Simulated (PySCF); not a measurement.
A structure optimised at PBE0-D3(BJ)/def2-SVPD, used in a PySCF frequency run:

```xyz
7

Nb     0.0000     0.0000     0.0000
F      0.0000     1.9051     0.0000
F      0.0000    -1.9051     0.0000
F      0.0000     0.0000    -1.9051
F      1.9051     0.0000     0.0000
F     -1.9051     0.0000     0.0000
F      0.0000     0.0000     1.9051
```
Charge -1, spin multiplicity 1.

Write its SMILES, formula and point group.

[F][Nb-]([F])([F])([F])([F])[F], F₆Nb, Oh

What are its rotational constants (standard atomic weights)?

1.8324, 1.8324, 1.8324 GHz
